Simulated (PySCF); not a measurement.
**How well do the runs reproduce experiment for sodium potassium?**

**Experimental background.**

From Liu, Meijer, Perez-Rios, Phys. Chem. Chem. Phys. 22 (2020) 24191, for the gas: dipole moment 2.693 D.

The runs below try to reproduce these values; the comparison stands at the end.

Sodium potassium, KNa.
Atom-mapped SMILES: `[Na:1][K:2]`

Structure used (PBE0-D3(BJ)/def2-TZVP), in Å, numbered top down from 1:
```
atom  x, y, z in Å
Na1    1.784   -0.043    0.006
K2    -1.768    0.014   -0.018
```

The PySCF runs (gas phase, on this PBE0-D3(BJ)/def2-TZVP geometry; no spin–orbit coupling):

| level | job | basis functions | wall time |
| --- | --- | --- | --- |
| PBE0-D3(BJ)/def2-TZVP, grid level 2 | geometry optimisation from a GFN2-xTB start shaken at random | 65 | 7.6 s |
| B97-2/pcSseg-2 | shieldings | 78 | 1.7 s |
| KT3/pcSseg-2 | shieldings | 78 | 2.6 s |
| PBE0/pcSseg-2 | shieldings, charges and field gradients, density and orbital grids written | 78 | 4.8 s |
| wB97X-D/pcSseg-2 | shieldings | 78 | 2.5 s |

Hardware: an Arm Neoverse N1 with one thread (shared host).

Results beside the measurements:

**Dipole moment.** Measured: 2.693 D (Liu, Meijer, Perez-Rios, Phys. Chem. Chem. Phys. 22 (2020) 24191).

```tsv
level	computed (D)	computed − measured (D)	% (from the printed values)
PBE0-D3(BJ)/def2-TZVP	3.015	+0.322	+12
B97-2/pcSseg-2	2.977	+0.284	+11
KT3/pcSseg-2	2.530	-0.163	-6
PBE0/pcSseg-2	3.030	+0.337	+13
wB97X-D/pcSseg-2	3.488	+0.795	+30
```

Closest is KT3/pcSseg-2 (-0.163 D), furthest wB97X-D/pcSseg-2 (+0.795 D); one molecule doesn't rank methods. The computed dipoles belong to one fixed geometry; measured ones are averaged over vibrations unless marked μe. Magnitudes are compared, not signs.

The geometry is computed, not the measured one. Where a level misses, the cause wasn't examined.
